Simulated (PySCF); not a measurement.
## `C=CC1=CCO[C@H]1OC`, C$_{7}$H$_{10}$O$_{2}$

Molfile (atoms numbered from 1):
```
C7H10O2
     RDKit          3D

 19 19  0  0  0  0  0  0  0  0999 V2000
   -1.9285   -1.6156    0.9898 C   0  0  0  0  0  0  0  0  0  0  0  0
   -1.9687   -0.3018    0.7974 C   0  0  0  0  0  0  0  0  0  0  0  0
   -0.9539    0.4588    0.1121 C   0  0  0  0  0  0  0  0  0  0  0  0
   -0.8877    1.7810   -0.0563 C   0  0  0  0  0  0  0  0  0  0  0  0
    0.3372    2.1384   -0.8306 C   0  0  0  0  0  0  0  0  0  0  0  0
    0.8744    0.8949   -1.2571 O   0  0  0  0  0  0  0  0  0  0  0  0
    0.2812   -0.1506   -0.5206 C   0  0  1  0  0  0  0  0  0  0  0  0
    1.1141   -0.6275    0.5022 O   0  0  0  0  0  0  0  0  0  0  0  0
    2.2891   -1.2482    0.0304 C   0  0  0  0  0  0  0  0  0  0  0  0
   -1.0997   -2.2106    0.6488 H   0  0  0  0  0  0  0  0  0  0  0  0
   -2.7152   -2.1332    1.5108 H   0  0  0  0  0  0  0  0  0  0  0  0
   -2.8034    0.2815    1.1646 H   0  0  0  0  0  0  0  0  0  0  0  0
   -1.5794    2.5224    0.2972 H   0  0  0  0  0  0  0  0  0  0  0  0
    0.1244    2.7403   -1.7209 H   0  0  0  0  0  0  0  0  0  0  0  0
    1.0632    2.6808   -0.2068 H   0  0  0  0  0  0  0  0  0  0  0  0
    0.0629   -0.9671   -1.2333 H   0  0  0  0  0  0  0  0  0  0  0  0
    2.8788   -0.5575   -0.5787 H   0  0  0  0  0  0  0  0  0  0  0  0
    2.0487   -2.1348   -0.5694 H   0  0  0  0  0  0  0  0  0  0  0  0
    2.8527   -1.5420    0.9130 H   0  0  0  0  0  0  0  0  0  0  0  0
  1  2  2  0
  2  3  1  0
  3  4  2  0
  4  5  1  0
  5  6  1  0
  6  7  1  0
  7  8  1  0
  8  9  1  0
  7  3  1  0
  1 10  1  0
  1 11  1  0
  2 12  1  0
  4 13  1  0
  5 14  1  0
  5 15  1  0
  7 16  1  6
  9 17  1  0
  9 18  1  0
  9 19  1  0
M  END
```

Theory: GIAO BHandHLYP/pcSseg-1 magnetisability, rotational g tensor and spin-rotation constants, non-relativistic, gas phase (PySCF 2.14.0). Geometry: GFN2-xTB.

**Question.** What are the magnetisability and the molar susceptibility?

**Answer.** Isotropic -1247 × 10⁻³⁰ J/T², or -75.1 × 10⁻⁶ cm³/mol; principal values -1419, -1185, -1136 × 10⁻³⁰ J/T², anisotropy 262 × 10⁻³⁰ J/T² (root of half the summed squared differences of the principal values). The susceptibility is in cgs units.

**Question.** Split it along the inertial axes a, b, c into diamagnetic and paramagnetic parts about the centre of mass, with the quadrupole moment.

**Answer.** 
| axis | χ (10⁻⁶ cm³/mol) | diamagnetic (10⁻⁶ cm³/mol) | paramagnetic (10⁻⁶ cm³/mol) | summed x² of all electrons (Å²) | quadrupole Θ (D Å) |
| --- | --- | --- | --- | --- | --- |
| a | -69.2 | -718.9 | 649.7 | 169.4 | -0.86 |
| b | -73.1 | -826.0 | 752.9 | 144.2 | +8.54 |
| c | -83.0 | -1330.5 | 1247.5 | 25.3 | -7.68 |

Anisotropies 2χaa − χbb − χcc = +17.7 and 2χbb − χaa − χcc = +6.1 × 10⁻⁶ cm³/mol. Θ is traceless in Buckingham's convention.

**Question.** And the rotational g tensor?

**Answer.** 
```tsv
axis	rotational constant (GHz)	g	nuclear part	electronic part
a	2.0373	-0.0212	0.6006	-0.6218
b	1.7082	-0.0191	0.5851	-0.6042
c	1.0054	-0.0021	0.5872	-0.5893
```
Asymmetric top; isotopes 12C, 1H, 16O; no vibrational averaging.
